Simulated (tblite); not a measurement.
Species: C₆H₁₃O₃S (charge -1).
Cartesian coordinates in Å at the GFN2-xTB level; atoms count from 1:
```xyz
23
C6H13O3S angstrom
C      3.1748   -0.4574    0.2218
C      2.0051   -0.3518   -0.7497
C      0.7441    0.1596   -0.0589
C     -0.4402    0.2431   -1.0180
C     -1.7640    0.3915   -0.2968
C     -1.8592    1.4986    0.7236
S     -2.1107   -1.1769    0.6181
O     -1.2220   -1.1897    1.7827
O     -1.8293   -2.2473   -0.3386
O     -3.5250   -1.0708    0.9755
H      3.4098    0.5183    0.6445
H      4.0657   -0.8397   -0.2761
H      2.9168   -1.1284    1.0372
H      2.2747    0.3176   -1.5745
H      1.7990   -1.3363   -1.1742
H      0.9460    1.1443    0.3726
H      0.4604   -0.5204    0.7463
H     -0.5036   -0.6975   -1.5706
H     -0.2893    1.0597   -1.7393
H     -2.5824    0.4446   -1.0157
H     -2.8728    1.5153    1.1182
H     -1.1890    1.2716    1.5491
H     -1.6135    2.4789    0.3056
```

Method: GFN2-xTB as coded in tblite; computed harmonic values from a numerical Hessian at the method's own geometry, unscaled. Errors from tens to a few hundred cm⁻¹ against measured bands are possible. One conformer, not necessarily the lowest.

Harmonic wavenumbers (cm⁻¹): 38.9, 65.6, 80.6, 127.5, 160.1, 171.7, 196.3, 224.5, 238.6, 280.3, 285.2, 356.9, 405.4, 472.2, 483.6, 495.7, 584.0, 668.6, 783.0, 830.2, 925.6, 935.8, 945.8, 977.9, 980.6, 1037.0, 1059.0, 1088.2, 1116.0, 1136.5, 1145.0, 1154.9, 1189.8, 1201.3, 1234.1, 1272.2, 1280.9, 1293.4, 1326.8, 1347.2, 1377.7, 1390.1, 1407.0, 1474.1, 1476.6, 1487.2, 1499.6, 1506.0, 1510.3, 1511.9, 2858.6, 2922.2, 2938.1, 2949.8, 2959.7, 2974.6, 2982.4, 2996.8, 3003.4, 3016.7, 3030.9, 3042.2, 3042.6.

A = 1996, B = 684.3, C = 624.4 MHz; mass 165.059 u (most abundant isotopes); point group C1, symmetry number 1.

**Question.** Zero-point energy?

**Answer.** Half the sum of the wavenumbers: 41478 cm⁻¹ = 118.59 kcal/mol.

**Question.** What is S at 298.15 K and 1 bar for an ideal gas of classical rigid rotors and harmonic oscillators?

**Answer.** Translation 41.24, rotation 30.31, vibration 37.16: S = 108.7 cal/(mol K).

**Question.** And Cp and H(298.15 K) − H(0)?

**Answer.** Cp = 44.81 cal/(mol K), of which vibrations give 36.86 (their classical limit is 63 R = 125.2); H(298.15 K) − H(0) = 8.14 kcal/mol without the zero-point energy, 5.77 from vibrations.

**Question.** Blend soft modes into free rotors: weight 1/[1 + (100 cm⁻¹/ν̃)⁴] for the oscillator and the rest for a rotor with moment μB/(μ + B), μ = h/(8π²ν), B = 10⁻⁴⁴ kg m². What vibrational entropy results?

**Answer.** 34.15 cal/(mol K) in place of 37.16, which changes −T·S at 298.15 K by +0.90 kcal/mol.

**Question.** Which modes carry the vibrational entropy at 298.15 K?

**Answer.** 38.9 cm⁻¹: 5.31; 65.6 cm⁻¹: 4.28; 80.6 cm⁻¹: 3.88; 127.5 cm⁻¹: 2.98; 160.1 cm⁻¹: 2.55; 171.7 cm⁻¹: 2.42 cal/(mol K); the other 57 give 15.74 together.

**Question.** How do the functions run with temperature in this model?

**Answer.** 
| T (K) | S (cal/(mol K)) | Cp (cal/(mol K)) | H − H(0) (kcal/mol) | G − H(0) (kcal/mol) | ln q(vib) |
| --- | --- | --- | --- | --- | --- |
| 50 | 61.5 | 14.6 | 0.53 | -2.54 | 0.71 |
| 100 | 74.0 | 22.3 | 1.46 | -5.94 | 2.26 |
| 373.15 | 119.7 | 53.6 | 11.83 | -32.84 | 11.38 |
| 500 | 137.3 | 67.0 | 19.51 | -49.16 | 15.40 |
| 750 | 168.5 | 86.4 | 38.87 | -87.48 | 23.00 |
| 1000 | 195.2 | 99.1 | 62.17 | -133.02 | 30.09 |

q(vib) and H(0) count from the zero-point level.

**Question.** What must be added to the electronic energy to get the Gibbs energy at 298.15 K and 1 bar?

**Answer.** ZPE + [H(298.15 K) − H(0)] − T·S = 118.59 + 8.14 − 32.41 = 94.32 kcal/mol.

Hindered rotation and anharmonicity are outside this model. Other conformers, if any are populated, would add a mixing term that is left out. The structure is chiral; the term R ln 2 for an equal mix with its mirror image is left out.
